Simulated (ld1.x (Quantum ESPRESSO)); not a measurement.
**Varying the PAW potential for Dy**

Base potential:

ld1.x (Quantum ESPRESSO) 7.5 input, shortened:

```
&input
   title='Dy', zed=66., rel=1, dft='PBE', iswitch=3,
   config='[Xe] 4f9 5d0 6s0 6p0'
 /
 &inputp
   pseudotype=3, lpaw=.true., tm=.true., lloc=-2, rcloc=1.45,
   nlcc=.false.,
   which_augfun='BESSEL', rmatch_augfun=1.30
 /
8
5S  1  0   2.00   0.00  1.60  1.70  0.0
6S  2  0   0.00   0.00  1.60  1.70  0.0
5P  2  1   6.00   0.00  1.85  2.00  0.0
6P  3  1   0.00   0.00  1.85  2.00  0.0
5D  3  2   0.00   0.00  2.45  3.20  0.0
5D  3  2   0.00  -1.30  2.45  3.20  0.0
4F  4  3   9.00   0.00  1.20  1.40  0.0
4F  4  3   0.00   2.60  1.20  1.40  0.0
 &test
   configts(1)='4f9 5s2 5p6 5d0 6s0 6p0'
 /
```

All-electron outer shells of the reference configuration (PBE, scalar-relativistic, ld1.x):

```tsv
shell	level (eV)	outermost node (bohr)	outermost maximum (bohr)
4p	-324.43	0.28	0.51
4d	-185.63	0.26	0.53
5s	-78.30	0.63	1.14
5p	-53.63	0.67	1.30
4f	-34.68	–	0.53
5d	-24.86	0.75	1.75
6s	-23.11	1.51	2.82
6p	-17.45	1.76	3.31
```

Cutoffs, loose and tight: the cutoffs (Ry, on a coarse ladder) from which the occupation-weighted sum of valence levels, in a spherical-Bessel basis at the reference potential, stays within 10 and 1 mRy of its value at 400 Ry. They do not see the model core or the augmentation charge, which bear on the density cutoff. Test errors are all-electron minus pseudo excitation energies from the reference, over the configurations 4f10 5s2 5p6 5d0 6s2 6p0; 4f10 5s2 5p6 5d0 6s1 6p0; 4f10 5s2 5p6 5d0 6s0 6p0; 4f10 5s2 5p6 5d1 6s1 6p0; 4f11 5s2 5p6 5d0 6s0 6p0; 4f10 5s2 5p6 5d0 6s0 6p2; 4f8 5s2 5p6 5d0 6s0 6p0. A dash means not determined; rows that change the core or the reference have their own tests. The largest error is taken over the tests solved by every variant that gives reliable tests at all: 4f10 5s2 5p6 5d0 6s0 6p0; 4f10 5s2 5p6 5d0 6s1 6p0; 4f10 5s2 5p6 5d0 6s2 6p0.

Cutoffs are not given where the Bessel-basis levels miss the radial ones by over 6 mRy, ghosts where they miss by over 20 mRy; a channel whose overlap is not positive is not tested.

A file whose overlap is not positive is unfit for use, and its test errors describe a broken file.

```tsv
change	outcome	bound ghosts	largest test error (meV)
base	generated, overlap not positive	not determined (overlap not positive)	-87
waves 5p (bound): rcut 1.20, rcutus 1.28 bohr; 6p (bound): rcut 1.20, rcutus 1.28 bohr	generated, overlap not positive	not determined (overlap not positive)	-102
waves 5p (bound): rcut 1.54, rcutus 1.64 bohr; 6p (bound): rcut 1.54, rcutus 1.64 bohr	generated, overlap not positive	not determined (overlap not positive)	-94
waves 5p (bound): rcut 1.85, rcutus 2.66 bohr; 6p (bound): rcut 1.85, rcutus 2.66 bohr	generated, overlap not positive	not determined (overlap not positive)	-129
waves 5p (bound): rcut 1.85, rcutus 2.94 bohr; 6p (bound): rcut 1.85, rcutus 2.94 bohr	generated, overlap not positive	not determined (overlap not positive)	-140
```

Q: What comes out with this change to the base: waves 5p (bound): rcut 1.85, rcutus 2.40 bohr; 6p (bound): rcut 1.85, rcutus 2.40 bohr?

A: outcome: generated, overlap not positive; bound ghosts: not determined (overlap not positive); largest test error (meV): +26. A file whose overlap is not positive is unfit for use, and its test errors describe a broken file.

Q: What comes out with this change to the base: waves 5p (bound): rcut 1.74, rcutus 1.84 bohr; 6p (bound): rcut 1.74, rcutus 1.84 bohr?

A: outcome: generated, overlap not positive; bound ghosts: not determined (overlap not positive); largest test error (meV): -75. A file whose overlap is not positive is unfit for use, and its test errors describe a broken file.

Q: What comes out with this change to the base: waves 5p (bound): rcut 1.85, rcutus 2.18 bohr; 6p (bound): rcut 1.85, rcutus 2.18 bohr?

A: outcome: generated, overlap not positive; bound ghosts: not determined (overlap not positive); largest test error (meV): -65. A file whose overlap is not positive is unfit for use, and its test errors describe a broken file.
